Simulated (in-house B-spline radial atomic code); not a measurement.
Results of a calculation; reference values are marked as such.
Making a Troullier-Martins s channel for Cd, r_c = 1.03 bohr

Cd, [Kr] 4d10 5s2, non-relativistic LDA (VWN5), spherical and spin-unpolarised, from an all-electron radial atomic-structure program (B-spline basis) (atomic units). The all-electron 4s level is ε = -3.596069 hartree, its outermost node lies just inside 0.45 bohr and its outer maximum at 0.82 bohr.

Inside r_c the pseudo-orbital is u(r) = r^1 exp(p(r)), with p = c0 + c2 r² + c4 r⁴ + … + c12 r¹². The seven coefficients follow from p and its first four derivatives at r_c, from zero curvature of the screened potential at the origin, c4 = −c2²/(2l + 5), and from the norm inside r_c. At r_c the all-electron orbital has P = 1.058386, P' = -1.317243, the screened potential V = -4.699734, V' = 11.68549, V'' = -37.50801, and the norm inside is Q = 0.6829348.

(1) What are p, p' and p'' at r_c?

For a trial c2 the five matching conditions are linear in c0, c6, c8, c10 and c12, and c2 is varied until the norm inside r_c equals Q. The root nearest zero gives:

```tsv
n	c_n
0	-0.2421507
2	2.91192
4	-1.695856
6	-5.975028
8	9.172992
10	-5.127669
12	1.048116
```

(2) Check c4 and p(r_c), and find the screened pseudopotential at the origin.

Orbitals and screened potentials:

| r (bohr) | P | u | V all-electron | V pseudo |
| --- | --- | --- | --- | --- |
| 0.103 | 0.4357 | 0.08337 | -306.2 | 5.121 |
| 0.258 | -0.6636 | 0.2436 | -77.29 | 4.459 |
| 0.412 | -0.183 | 0.4937 | -34.0 | 1.368 |
| 0.567 | 0.707 | 0.8473 | -18.37 | -4.477 |
| 0.721 | 1.162 | 1.153 | -11.07 | -8.654 |
| 0.876 | 1.213 | 1.211 | -7.043 | -7.383 |
| 1.03 | 1.058 | 1.058 | -4.7 | -4.7 |

Logarithmic derivatives P'/P at R = 1.33 bohr, for energies E around ε:

```tsv
E − ε (hartree)	all-electron	pseudo
-0.5	-0.388912	-0.39172
-0.25	-1.04331	-1.04435
-0.1	-1.5477	-1.54791
0	-1.95053	-1.95053
0.1	-2.42419	-2.42451
0.25	-3.31858	-3.32139
0.5	-5.67176	-5.6946
```

(3) With P(R) = 0.6443951 and a norm of 0.903566 inside R, what slope in energy does norm conservation fix?

Results:

(1) p = ln(P/r_c^1) = ln(1.058386/1.03) = 0.02719. p' = P'/P − 1/r_c = -1.24458 − 0.97087 = -2.21545. The radial equation gives p'' = 2(V − ε) − 2(1) p'/r_c − p'² = -2.20733 − (-4.30185) − 4.90822 = -2.81371. Differentiating, p''' = 2V' + 2(1)p'/r_c² − 2(1)p''/r_c − 2p'p'' = 12.191, and p'''' = 2V'' − 4(1)p'/r_c³ + 4(1)p''/r_c² − 2(1)p'''/r_c − 2p''² − 2p'p''' = -63.004.

(2) −c2²/5 = -1.69586, as listed. The terms c_n r_c^n are -0.24215, 3.08926, -1.90870, -7.13450, 11.62007, -6.89116, 1.49436, which sum to 0.02719. Inverting the radial equation, V_l(r) = ε + 1 p'/r + (p'' + p'²)/2, so V_l(0) = ε + (2l + 3) c2 = -3.596069 + 3 × (2.91192) = 5.1397 hartree, finite where the all-electron potential diverges.

(3) d(P'/P)/dE = −2 × (norm inside R)/P(R)² = -4.3520 per hartree·bohr at E = ε, for both atoms, since orbital and norm agree at R. Differences over ±0.1 hartree give -4.3824 (all-electron) and -4.3830 (pseudo), which also hold third-order terms. Half a hartree below ε the two curves differ by -0.0028.
